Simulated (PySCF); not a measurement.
## Vertical excitation energies

Species: C5H6F3P.
SMILES with atom numbers: `[CH2:1]=[CH:2][C@@H:3]1[PH:4][C@@H:5]1[C:6]([F:7])([F:8])[F:9]` (hydrogens: H10, H11 on C1; H12 on C2; H13 on C3; H14 on P4; H15 on C5)

The calculation used TDDFT CAM-B3LYP/def2-SVPD, vertical, gas phase, core orbitals frozen in the response (PySCF). The structure is a single GFN2-xTB conformer in the gas phase; no vibrational or solvent corrections.

| state | λ (nm) | E (eV) | f | \|μ\| (D) | main configurations (H = HOMO, L = LUMO) |
| --- | --- | --- | --- | --- | --- |
| S1 | 208.6 | 5.94 | 0.243 | 3.28 | H→L (82%) |
| S2 | 186.5 | 6.65 | 0.133 | 2.30 | H→L+1 (64%), H-1→L (10%) |
| S3 | 182.6 | 6.79 | 0.137 | 2.31 | H-1→L (73%), H→L (8%) |
| S4 | 179.4 | 6.91 | 0.195 | 2.73 | H→L+2 (92%) |
| S5 | 174.8 | 7.09 | 0.026 | 0.99 | H→L+3 (78%), H→L+1 (10%) |
| S6 | 167.3 | 7.41 | 0.015 | 0.73 | H→L+4 (52%), H→L+5 (27%) |
| S7 | 164.8 | 7.52 | 0.013 | 0.68 | H-1→L+1 (33%), H-2→L (26%), H→L+5 (12%) |
| S8 | 161.3 | 7.69 | 0.033 | 1.06 | H→L+5 (25%), H→L+4 (21%), H→L+6 (16%) |

Triplets (Tamm–Dancoff): T1 4.07 eV, H→L (66%), H→L+1 (11%); T2 5.17 eV, H→L (20%), H→L+1 (20%), H-1→L (15%); T3 5.56 eV, H-1→L (60%), H-1→L+1 (12%), H-2→L (8%).

The lowest singlet comes at 209 nm (573 kJ/mol) in the ultraviolet; it is strong; its leading configuration is HOMO→LUMO (82%). The lowest level is also the most intense of those listed (f = 0.243). Löwdin shares by element: HOMO carbon 60% or more, phosphorus 23% (atoms not listed hold the other 16%); LUMO carbon 37% or more, phosphorus 37% (atoms not listed hold the other 26%). The oscillator strengths of these states sum to 0.795; summed over the whole spectrum of an exact calculation they would give the number of electrons, 78 (Thomas–Reiche–Kuhn). The listed states span 1.74 eV, and the widest gap between neighbours is 0.71 eV (S1 to S2). Orbital energies (eV): HOMO-3 -11.72, HOMO-2 -10.67, HOMO-1 -9.75, HOMO -8.45, LUMO 0.36, LUMO+1 1.19, LUMO+2 1.34. No computed singlet lies in the visible range (380 to 750 nm); the lowest, at 209 nm, stands 2.68 eV above its violet end (3.26 eV). Only the lowest 8 singlets were computed, as vertical energies without vibronic structure.

Cost: about 2.9 min of CPU time on one thread (with the writing of density and orbital grids); the machine was shared, so the figure is rough.
